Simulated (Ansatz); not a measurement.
A nudged elastic band was laid between two geometries of C3H9BOSi (15 atoms, charge 0, multiplicity 1).

The calculation used RHF/def2-SVP (Ansatz).

- movable images: 5
- climbing image: yes
- spring: 5.0 eV/Å²
- optimiser: quadratic models (default)
- start path: through a guess of the saddle point
- force threshold: 0.2 eV/Å
- iteration limit: 60
- end points: relaxed

First end point:

```xyz
15
Properties=species:S:1:pos:R:3
B 1.300 -1.080 -1.531
O 1.236 -0.568 -0.295
C 0.072 -0.036 0.290
C -0.873 -1.120 0.761
C -0.560 1.163 -0.452
Si 0.227 1.600 1.178
H 0.343 -1.080 -2.261
H 2.354 -1.533 -1.884
H -0.357 -1.803 1.438
H -1.257 -1.695 -0.086
H -1.726 -0.696 1.292
H -0.043 1.476 -1.354
H -1.638 1.132 -0.588
H 1.512 2.313 1.165
H -0.613 1.874 2.357
```

Last end point:

```xyz
15
Properties=species:S:1:pos:R:3
B 1.593 -1.055 -1.280
O 0.393 -0.471 -1.224
C -0.233 -0.018 -0.050
C -1.030 -1.121 0.612
C -0.959 1.324 -0.255
Si 0.491 1.425 0.904
H 1.968 -1.453 -2.348
H 2.273 -1.169 -0.292
H -0.380 -1.942 0.920
H -1.775 -1.512 -0.086
H -1.550 -0.755 1.498
H -0.835 1.738 -1.252
H -1.986 1.379 0.095
H 1.732 2.057 0.431
H 0.276 1.522 2.357
```

Task: What changes between the two ends?

Result: No bond is made or broken. The dihedral B1–O2–C3–C4 goes from 77 to -87°.

Task: Give the energies along the band, and the barrier.

Result: The run converged. The highest image is number 3 of 0 to 6, 54.8 kJ/mol above the first end and 61.3 kJ/mol above the last; the last end lies 6.5 kJ/mol below the first. The threshold of 0.2 eV/Å is loose, so the images may lie well off the minimum-energy path. The order of the stationary point at the top wasn't checked.

| image | path coordinate (Å) | energy (kJ/mol) | dihedral B1–O2–C3–C4 (°) |
| --- | --- | --- | --- |
| 0 | 0.00 | 0.0 | 77 |
| 1 | 0.74 | 4.2 | 55 |
| 2 | 1.47 | 26.9 | 36 |
| 3 | 2.21 | 54.8 | 0 |
| 4 | 3.08 | 20.0 | -39 |
| 5 | 3.96 | -2.4 | -63 |
| 6 | 4.83 | -6.5 | -87 |

Task: What is the geometry of the highest image?

Result: 
```xyz
15
Properties=species:S:1:pos:R:3
B 1.405 -1.358 -1.430
O 0.982 -0.234 -0.823
C -0.007 0.123 0.097
C -0.853 -1.050 0.548
C -0.773 1.403 -0.301
Si 0.289 1.600 1.210
H 0.924 -1.687 -2.488
H 2.301 -2.018 -0.960
H -0.239 -1.820 1.019
H -1.379 -1.491 -0.304
H -1.602 -0.732 1.273
H -0.410 1.852 -1.221
H -1.858 1.363 -0.254
H 1.538 2.371 1.120
H -0.339 1.627 2.543
```

The run took 96 s on 2 threads of Arm Neoverse V1, with other jobs on the host, peak memory 0.35 GiB.
